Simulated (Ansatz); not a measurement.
System: CdCl, net charge 1, singlet state. SMILES: [Cl][Cd+]
Geometry: optimised at B3LYP-D3(BJ)/def2-TZVP (Ansatz, a quantum-chemistry and plane-wave program).

Property: vertical ionisation energy (to the doublet state of charge +2; each state is the SCF solution reached for its spin), in eV. Valence correlation only, unless marked. Open shells are spin-unrestricted. No spin-orbit coupling. The frozen core is the preceding noble-gas configuration, with the filled d and f shells of earlier blocks. Past Kr the def2 sets carry scalar-relativistic core potentials. Basis-set limits of correlation are two-point, X^-3; Hartree-Fock from the larger set.

| level | program | vertical ionisation energy (eV) |
|---|---|---|
| SVWN5/def2-TZVPD | Ansatz | 17.55 |
| PBE/def2-TZVPD | Ansatz | 17.15 |
| r2SCAN/def2-TZVPD | Ansatz | 16.99 |
| B3LYP/def2-TZVPD | Ansatz | 17.06 |
| PBE0/def2-TZVPD | Ansatz | 16.88 |
| BHLYP/def2-TZVPD | Ansatz | 16.60 |
| CAM-B3LYP/def2-TZVPD | Ansatz | 16.93 |

Predict the CCSD(T)/CBS(def2-TZVPPD,def2-QZVPPD) result (Ansatz).

16.91 eV
